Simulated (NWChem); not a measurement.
System: H2TeSeO; SMILES O[Te][SeH]

Here is an NWChem input.

```
start job
memory heap 200 mb stack 900 mb global 1100 mb
geometry units angstroms noautoz
  Te     0.237139    -0.812688    -0.001248
  O     -1.685161    -1.471112     0.061335
  H     -1.984937    -1.462004    -0.871126
  Se     0.012910     1.712155    -0.028336
  H     -0.065882     1.911156     1.447998
end
basis spherical
  * library def2-svp
end
ecp
  Te library def2-ecp
end
dft
  xc xpbe96 cpbe96
  iterations 150
  mulliken
end
task dft energy
```

NWChem printed, in part:

```
             Northwest Computational Chemistry Package (NWChem) 7.3.0
             --------------------------------------------------------

 C1  symmetry detected

                             Geometry "geometry" -> ""
                             -------------------------

 Output coordinates in angstroms (scale by  1.889725989 to convert to a.u.)

  No.       Tag          Charge          X              Y              Z
 ---- ---------------- ---------- -------------- -------------- --------------
    1 Te                  52.0000     0.31967408    -0.84246504    -0.00414793
    2 O                    8.0000    -1.55727500    -1.62098485     0.05622696
    3 H                    1.0000    -1.85706895    -1.62805756    -0.87624593
    4 Se                  34.0000    -0.06333321     1.66328071    -0.02385081
    5 H                    1.0000    -0.15445419     1.85257446     1.45305017

 Effective nuclear repulsion energy (a.u.)     559.4906027137

 Summary of "ao basis" -> "ao basis" (spherical)
 ------------------------------------------------------------------------------
       Tag                 Description            Shells   Functions and Types
 ---------------- ------------------------------  ------  ---------------------
 Te                         def2-svp                10       26   4s4p2d
 O                          def2-svp                 6       14   3s2p1d
 H                          def2-svp                 3        5   2s1p
 Se                         def2-svp                12       32   5s4p3d

            General Information
            -------------------
          SCF calculation type: DFT
          Wavefunction type:  closed shell.
          No. of atoms     :     5
          No. of electrons :    68
           Alpha electrons :    34
            Beta electrons :    34
          Charge           :     0
          Spin multiplicity:     1
          Use of symmetry is: off; symmetry adaption is: off
          Maximum number of iterations: 150
          AO basis - number of functions:    82
                     number of shells:    34
          Convergence on energy requested:  1.00D-06
          Convergence on density requested:  1.00D-05
          Convergence on gradient requested:  5.00D-04

              XC Information
              --------------
          PerdewBurkeErnzerhof Exchange Functional  1.000
            Perdew 1991 LDA Correlation Functional  1.000 local
           PerdewBurkeErnz. Correlation Functional  1.000 non-local

             Grid Information
             ----------------
          Grid used for XC integration:  medium
          Radial quadrature: Mura-Knowles
          Angular quadrature: Lebedev.
          Tag              B.-S. Rad. Rad. Pts. Rad. Cut. Ang. Pts.
          ---              ---------- --------- --------- ---------
          Te                  1.40      123          10.0       590
          O                   0.60       49          11.0       434
          H                   0.35       45          11.0       434
          Se                  1.15      112          10.0       590
          Grid pruning is: on
          Number of quadrature shells:   374
          Spatial weights used:  Erf1

      Superposition of Atomic Density Guess
      -------------------------------------

 Sum of atomic energies:       -2786.42521553

      Non-variational initial energy
      ------------------------------

 Total energy =   -2742.489889
 1-e energy   =   -4496.216325
 2-e energy   =    1462.049634
 HOMO         =      -0.221447
 LUMO         =      -0.056172

     ---------------------------------------------
      Total Density - Mulliken Population Analysis
     ---------------------------------------------

    Atom       Charge   Shell Charges
 -----------   ------   -------------------------------------------------------
    1 Te  24    23.45   1.77  0.27  1.22  0.64  2.90  3.13  1.72  1.70  9.85  0.25
    2 O    8     8.84   1.99  1.11  0.70  3.00  2.03  0.00
    3 H    1     0.66   0.53  0.08  0.06
    4 Se  34    34.22   2.00  2.00  2.00  1.33  0.55  6.00  5.98  1.83  2.49  8.20  1.75  0.09
    5 H    1     0.84   0.58  0.24  0.02

   convergence    iter        energy       DeltaE   RMS-Dens  Diis-err
 ---------------- ----- ----------------- --------- --------- ---------
 d= 0,ls=0.0,diis     1  -2745.1229075115 -3.04D+03  3.56D-02  6.76D-01
 d= 0,ls=0.0,diis     2  -2743.8840933021  1.24D+00  3.03D-02  1.00D+01
 d= 0,ls=0.0,diis     3  -2745.1806560989 -1.30D+00  7.96D-03  1.92D-01
 d= 0,ls=0.0,diis     4  -2745.1922859610 -1.16D-02  5.02D-03  8.48D-02
 d= 0,ls=0.0,diis     5  -2745.2034091151 -1.11D-02  1.84D-03  1.40D-02
  Resetting Diis
 d= 0,ls=0.0,diis     6  -2745.2061373495 -2.73D-03  3.13D-04  3.93D-04
 d= 0,ls=0.0,diis     7  -2745.2062150648 -7.77D-05  1.27D-04  1.82D-05
 d= 0,ls=0.0,diis     8  -2745.2062099827  5.08D-06  8.59D-05  5.98D-05
 d= 0,ls=0.0,diis     9  -2745.2062168235 -6.84D-06  3.49D-05  1.19D-05
 d= 0,ls=0.0,diis    10  -2745.2062183063 -1.48D-06  4.83D-06  1.12D-07
 d= 0,ls=0.0,diis    11  -2745.2062183221 -1.59D-08  1.62D-06  1.16D-08

         Total DFT energy =    -2745.206218322144
      One electron energy =    -4496.868108278058
           Coulomb energy =     1576.775950539328
    Exchange-Corr. energy =     -116.790863204722
 Nuclear repulsion energy =      291.676802621308

 Numeric. integr. density =       67.999987689355

                       DFT Final Molecular Orbital Analysis
                       ------------------------------------

[...]
```

Level: PBE/def2-SVP with def2 effective core potentials on Te. Structure relaxed at the PBE-D3(BJ)/def2-SVP level. def2 effective core potentials on Te; no spin-orbit coupling.
